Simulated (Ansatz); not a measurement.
Compare A (`C=C([SiH3])[SiH2]O`) with its isomer B (`C=C[SiH2][SiH2]O`).

Computed with Ansatz on PBE0-D4/def2-TZVP structures; ΔE is electronic, products minus reactants. CCSD(T)/CBS is the MP2 limit (def2-TZVPP, def2-QZVPP) plus CCSD(T) − MP2 in def2-TZVPP, frozen cores. DFT in def2-TZVPP. B3LYP here is the variant with VWN-RPA as its local correlation; programs differ in this. Each species was taken in one conformer, which may not be the lowest.

A:

```xyz
13

C    -0.1439    0.6842   -1.4399
C     0.1691    0.0407   -0.3098
Si    1.5003   -1.2656   -0.3375
Si   -0.7356    0.4707    1.2606
O    -1.9918    1.5031    0.9868
H    -0.9127    1.4547   -1.4702
H     0.3549    0.4799   -2.3860
H     0.9347   -2.5987    0.0053
H     2.1061   -1.3225   -1.6950
H     2.5579   -0.9589    0.6638
H     0.1736    1.1724    2.1989
H    -1.2135   -0.7918    1.8935
H    -2.7991    1.1319    0.6295
```

B:

Z-matrix (Å, degrees):
```
Si
C 1 1.861
Si 1 2.342 2 110.4
H 1 1.490 2 110.8 3 120.6
H 1 1.491 2 109.1 3 -119.8
C 2 1.330 1 123.6 3 115.1
H 2 1.089 1 118.1 3 -63.0
O 3 1.657 1 106.1 2 55.9
H 3 1.494 1 111.6 2 177.0
H 3 1.494 1 110.8 2 -64.5
H 6 1.087 2 121.8 1 1.6
H 6 1.087 2 122.1 1 -178.4
H 8 0.958 3 117.6 1 -178.8
```

(1) Which isomer does CCSD(T)/CBS put lower? Give the gap. (Estimate.)

(2) Give E(B) − E(A) in kJ/mol with HF/def2-TZVPP, B2PLYP, MP2/def2-TZVPP, B3LYP-D4, PBE-D4, PBE0-D4, r2SCAN-D4. (An estimate is asked.)

Largest T1 diagnostic: 0.012.

## Answers

(1) Computed: A, by 17.6 kJ/mol.

(2) Computed: HF/def2-TZVPP 19.3, B2PLYP 16.8, MP2/def2-TZVPP 25.5, B3LYP-D4 15.0, PBE-D4 6.0, PBE0-D4 9.1, r2SCAN-D4 14.0. None reverses the order clearly.

From PBE to PBE0 (25 % exact exchange), in def2-TZVPP and without D4, E(B) − E(A) moves by +3.5 kJ/mol. The D4 term adds +4.0 kJ/mol with B3LYP and +2.0 kJ/mol with PBE0; it sums over pairs of atoms, weighted by their polarisabilities, and B3LYP, whose exchange is more repulsive, gets the larger term.
